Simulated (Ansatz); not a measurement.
Relaxation of AlCl2F2H3O (9 atoms, charge 0, multiplicity 1), to a largest force component of 0.03 eV/Å in at most 50 steps.

All numbers below come from Ansatz, RKS PBE0/def2-SVP.

```xyz
9
Properties=species:S:1:pos:R:3:forces:R:3
Al -0.698 -1.522 0.532 -0.36 1.65 -0.24
F -1.665 -0.093 0.431 0.93 -0.98 0.04
Cl -0.637 -2.755 -1.135 0.00 0.00 -0.02
Cl 0.025 -2.055 2.400 -0.01 -0.01 -0.03
H 1.205 1.228 -0.385 -0.13 0.10 0.02
O 1.609 0.356 -0.500 -0.49 -0.34 0.24
H -1.081 1.980 0.160 -0.75 -0.92 0.25
F -0.446 2.600 -0.046 0.82 0.50 -0.25
H 1.687 0.260 -1.456 -0.01 0.00 -0.02
```

Q: Where does it end, and by what steps?

A: The run converged. After 10 steps the energy has fallen by 1.581 eV; Al1 moved furthest, 0.66 Å. Joined: Al1–O6.

```json
{"step": "0", "energy less start (eV)": "0.0000", "largest force component (eV/Å)": "1.654", "accepted": "yes"}
{"step": "1", "energy less start (eV)": "-0.2953", "largest force component (eV/Å)": "1.208", "accepted": "yes"}
{"step": "2", "energy less start (eV)": "-0.6774", "largest force component (eV/Å)": "1.483", "accepted": "yes"}
{"step": "3", "energy less start (eV)": "-1.1757", "largest force component (eV/Å)": "0.871", "accepted": "yes"}
{"step": "4", "energy less start (eV)": "-1.2581", "largest force component (eV/Å)": "2.406", "accepted": "yes"}
{"step": "5", "energy less start (eV)": "-1.5251", "largest force component (eV/Å)": "0.576", "accepted": "yes"}
{"step": "6", "energy less start (eV)": "-1.5641", "largest force component (eV/Å)": "0.204", "accepted": "yes"}
{"step": "7", "energy less start (eV)": "-1.5743", "largest force component (eV/Å)": "0.172", "accepted": "yes"}
{"step": "8", "energy less start (eV)": "-1.5798", "largest force component (eV/Å)": "0.072", "accepted": "yes"}
{"step": "9", "energy less start (eV)": "-1.5802", "largest force component (eV/Å)": "0.126", "accepted": "yes"}
{"step": "10", "energy less start (eV)": "-1.5807", "largest force component (eV/Å)": "0.028", "accepted": "yes"}
```

```xyz
9
Properties=species:S:1:pos:R:3
Al -0.301 -1.035 0.331
F -1.502 0.194 0.391
Cl -0.484 -2.358 -1.297
Cl 0.225 -1.750 2.227
H 0.761 1.083 -0.287
O 1.077 0.131 -0.282
H -0.970 1.593 0.139
F -0.283 2.227 -0.086
H 1.478 -0.085 -1.135
```

Whether the end is a true minimum wasn't checked by a vibrational analysis.

The run took 22 s on 2 threads of Intel(R) Xeon(R) 6975P-C (Granite Rapids), with other jobs on the host, peak memory 0.27 GiB.
